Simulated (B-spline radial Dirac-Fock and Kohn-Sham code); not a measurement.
## Compton profile of Zn¹⁸⁺

System: the Zn¹⁸⁺ ion in the configuration 1s2 2s2 2p6 3s2.

Method: the impulse approximation on configuration-average Dirac-Fock orbitals. Computed with an atomic code on a B-spline grid. pz is in atomic units of momentum; subshell profiles are per electron, for a selection of subshells; open shells are spread over both j values by their weights.

| pz | J total | J 2s1/2 | J 2p1/2 | J 2p3/2 | J 3s1/2 |
| --- | --- | --- | --- | --- | --- |
| 0 | 1.022 | 0.104 | 0.0528 | 0.0536 | 0.219 |
| 0.14 | 1.020 | 0.104 | 0.0528 | 0.0536 | 0.218 |
| 0.19 | 1.018 | 0.103 | 0.0528 | 0.0536 | 0.217 |
| 0.26 | 1.015 | 0.103 | 0.0528 | 0.0536 | 0.216 |
| 0.36 | 1.008 | 0.103 | 0.0528 | 0.0536 | 0.213 |
| 0.49 | 0.9964 | 0.103 | 0.0528 | 0.0536 | 0.207 |
| 0.68 | 0.9738 | 0.102 | 0.0528 | 0.0536 | 0.197 |
| 0.93 | 0.9356 | 0.0998 | 0.0528 | 0.0536 | 0.180 |
| 1.3 | 0.8669 | 0.0964 | 0.0528 | 0.0535 | 0.149 |
| 1.8 | 0.7663 | 0.0902 | 0.0526 | 0.0534 | 0.105 |
| 2.4 | 0.6581 | 0.0811 | 0.0522 | 0.0529 | 0.0620 |
| 3.3 | 0.5476 | 0.0656 | 0.0509 | 0.0515 | 0.0270 |
| 4.6 | 0.4593 | 0.0433 | 0.0470 | 0.0474 | 0.0180 |
| 6.3 | 0.3574 | 0.0214 | 0.0389 | 0.0391 | 0.0154 |
| 8.6 | 0.2275 | 0.00696 | 0.0263 | 0.0261 | 0.00594 |
| 12 | 0.1156 | 0.00253 | 0.0124 | 0.0120 | 0.000859 |
| 16 | 0.05892 | 0.00237 | 0.00461 | 0.00439 | 0.000516 |
| 22 | 0.02557 | 0.00162 | 0.00109 | 0.00100 | 0.000385 |
| 31 | 0.008822 | 0.000611 | 0.000162 | 0.000143 | 0.000144 |
| 43 | 0.002579 | 0.000164 | 2.08e-05 | 1.72e-05 | 3.73e-05 |

J(0) = 1.022. The 3s1/2 subshell gives the largest part, 43 %.

Mean momentum ⟨p⟩ by subshell (a.u.): 1s1/2 25.8, 2s1/2 8.89, 2p1/2 11.9, 2p3/2 11.7, 3s1/2 4.73.
